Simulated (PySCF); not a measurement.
**How methods differ on the ionisation energy of Ir²⁺**

Ir²⁺ [Xe] 4f14 5d7 (4F) → Ir³⁺ [Xe] 4f14 5d6 (5D), as a difference of total energies. Calculation: PySCF 2.14, in def2-TZVPPD with the def2 core potential (60 electrons) (6s5p3d2f1g, 59 functions); a scalar-relativistic core potential. Correlated levels: valence: 5s2 5p6 frozen. The calculations carry no spin-orbit coupling.

```csv
method,ionisation energy (eV)
UHF,27.509
MP2 (valence),28.763
SCS-MP2 (valence),28.908
CCSD (valence),28.735
CCSD(T) (valence),28.794
```

Question: How much does correlation contribute at CCSD(T) (valence)?

Answer: 28.794 − (27.509) = 1.285 eV, measured against UHF.

The reference lies between the lowest fine-structure levels, while these numbers refer to the centres of the terms.

Errors of the correlated levels include the incompleteness of this basis and the frozen core.

For comparison: 28 ± 1.6 eV (theoretical estimate listed by NIST; NIST Atomic Spectra Database, ionization energies).
